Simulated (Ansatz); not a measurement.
The cluster Ge₆Bi⁺. The state is a singlet with charge 1. Geometry PBE-D4/def2-SVP.

```csv
atom,x (Å),y (Å),z (Å)
Bi1,1.126,1.567,1.502
Ge2,-0.979,0.973,-0.334
Ge3,1.589,1.126,-1.318
Ge4,-0.995,-0.301,2.109
Ge5,-1.631,-1.609,-0.084
Ge6,-0.059,-0.741,-2.169
Ge7,0.949,-1.015,0.294
```

In the def2 sets Bi takes a core potential; there is no spin–orbit coupling. The structure comes from a short search, and lower isomers may exist.

(1) Estimate the orbital energies around the gap (eV) in Ansatz with PBE-D4/def2-SVP, revPBE-D4/def2-TZVP, r2SCAN-D4/def2-TZVP, B97M-V/def2-TZVP, PBE0-D4/def2-SVP.

## Answers

(1) 
| orbital | PBE-D4/def2-SVP | revPBE-D4/def2-TZVP | r2SCAN-D4/def2-TZVP | B97M-V/def2-TZVP | PBE0-D4/def2-SVP |
| --- | --- | --- | --- | --- | --- |
| HOMO−5 | -10.64 | -10.46 | -10.82 | -10.56 | -11.44 |
| HOMO−4 | -10.62 | -10.45 | -10.81 | -10.56 | -11.42 |
| HOMO−3 | -10.36 | -10.20 | -10.56 | -10.32 | -11.19 |
| HOMO−2 | -10.19 | -10.02 | -10.35 | -10.09 | -10.99 |
| HOMO−1 | -9.95 | -9.80 | -10.14 | -9.94 | -10.78 |
| HOMO | -9.91 | -9.75 | -10.08 | -9.88 | -10.71 |
| LUMO | -8.14 | -7.97 | -8.11 | -7.83 | -7.59 |
| LUMO+1 | -7.37 | -7.21 | -7.32 | -7.07 | -6.76 |
| LUMO+2 | -6.83 | -6.68 | -6.75 | -6.50 | -6.16 |
| LUMO+3 | -6.34 | -6.18 | -6.25 | -6.05 | -5.82 |
| LUMO+4 | -5.97 | -5.81 | -5.77 | -5.65 | -5.35 |
| LUMO+5 | -5.83 | -5.70 | -5.74 | -5.60 | -5.24 |
